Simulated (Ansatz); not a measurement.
Input for Ansatz (a quantum-chemistry and plane-wave program): R-CCSD(T)/def2-TZVPP on AlO-, 2S+1 = 1, a spin state set in the input, which need not be the lowest, a point of a bond scan (R = 1.634 Å). Charge -1.

Ansatz 0.2 input:
```yaml
crystal:
  periodic: [false, false, false]
  atoms:
    - {symbol: O, position_ang: [0.00000000, 0.00000000, 0.00000000]}
    - {symbol: Al, position_ang: [0.00000000, 0.00000000, 1.63401500]}
basis:
  gaussian:
    orbitals: def2-TZVPP
total_charge: -1
magnetization: {spin_polarized: false}
correlation: {method: ccsd_t, electrons: valence}
output: {orbitals: {seedname: ./end}}
```

It printed:

```
WARN ansatz: RAYON_NUM_THREADS=1 ignored (pool sized by the plan → 1); use --threads N
Functional definition: HF
integrals: 0.04 GiB planned
462 factors; integrals over basis functions are off by at most 1.1e-3 eV
mean field: 0.11 GiB planned
mean field evaluation 1: about -8620.8999 eV, gradient 9.9e0 eV
mean field evaluation 2: about -8620.9040 eV, gradient 9.9e0 eV
mean field evaluation 4: about -8621.3742 eV, gradient 3.4e0 eV
mean field evaluation 8: about -8621.3993 eV, gradient 7.3e-5 eV
mean field evaluation 16: about -8621.3976 eV, gradient 4.9e-1 eV
mean field -8621.39927762 eV, -316.8305796581 hartree, gradient 2.6e-6 eV, S^2 0.000000; 0 other end points of the search recorded, 0 dependent functions left out
6 core orbitals not correlated
reference -8621.39927762 eV, -316.8305796581 hartree; 5, 5 occupied and 62, 62 virtual orbitals, 462 factors
second order -8.89454155 eV of doubles, -0.00000000 eV of singles
coupled cluster: 0.12 GiB planned
cycle   1  -8.38162436 eV  change    5.1e-1 eV  update   1.4e-1
cycle   2  -8.74548125 eV  change   -3.6e-1 eV  update   7.4e-2
cycle   3  -8.88966282 eV  change   -1.4e-1 eV  update   3.2e-2
cycle   4  -8.87244022 eV  change    1.7e-2 eV  update   1.0e-2
cycle   5  -8.86880126 eV  change    3.6e-3 eV  update   4.0e-3
cycle   6  -8.87156371 eV  change   -2.8e-3 eV  update   1.8e-3
cycle   7  -8.87065178 eV  change    9.1e-4 eV  update   6.2e-4
cycle   8  -8.87053367 eV  change    1.2e-4 eV  update   1.5e-4
cycle   9  -8.87060728 eV  change   -7.4e-5 eV  update   6.4e-5
cycle  10  -8.87059599 eV  change    1.1e-5 eV  update   2.1e-5
cycle  11  -8.87058217 eV  change    1.4e-5 eV  update   1.2e-5
cycle  12  -8.87059151 eV  change   -9.3e-6 eV  update   4.1e-6
perturbative correction -0.46934688 eV, -0.0172481798 hartree
Total energy: -8630.73921600 eV, -317.1738160630 hartree
```

Self-consistency was reached.

Cost: about 0.9 core-seconds (a rough figure).
